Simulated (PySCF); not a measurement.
Potential energy of GeBr along the bond

Set-up: basis Ge cc-pVTZ-PP with ECP10, Br cc-pVTZ-PP with ECP10; scalar-relativistic core potentials; PySCF 2.14. Energies in eV from Ge + Br in their ground configurations at the same level. State: ²Π (doublet), unpaired electrons π ↑.

All columns are PBE0. A positive dipole means Ge(−)Br(+).

```
R (Å)  E (eV)  μ (D)  Mulliken charge on Ge (basis-dependent)  HOMO (eV)  LUMO (eV)  Mayer bond order  ⟨S²⟩
2.006  -2.653   0.31                                     0.02      -4.51      -2.56              1.41  0.75
2.100  -3.216  -0.24                                     0.09      -4.70      -2.74              1.35  0.75
2.193  -3.519  -0.80                                     0.15      -4.89      -2.91              1.29  0.75
2.263  -3.623  -1.22                                     0.19      -5.03      -3.04              1.25  0.75
2.333  -3.651  -1.64                                     0.23      -5.16      -3.16              1.21  0.75
2.403  -3.620  -2.06                                     0.26      -5.29      -3.28              1.17  0.75
2.496  -3.514  -2.60                                     0.30      -5.46      -3.43              1.12  0.75
2.613  -3.310  -3.26                                     0.34      -5.66      -3.62              1.07  0.75
2.753  -3.007  -4.03                                     0.37      -5.89      -3.83              1.02  0.76
2.940  -2.564  -4.98                                     0.41      -6.15      -4.09              0.96  0.76
```

A fit through these points gives, at Re = 2.328 Å, μ = -1.61 D and dμ/dR = -5.97 D/Å; the reduced mass is 38.17 u.

Q: How strong is the fundamental in the double-harmonic approximation, I = 42.26·(dμ/dR)²/μred km/mol?

A: I = 42.26·(-5.97)²/38.17 = 39.5 km/mol at PBE0.

Spin–orbit coupling is left out. The state was picked by a PBE0 search and need not be the measured ground state.
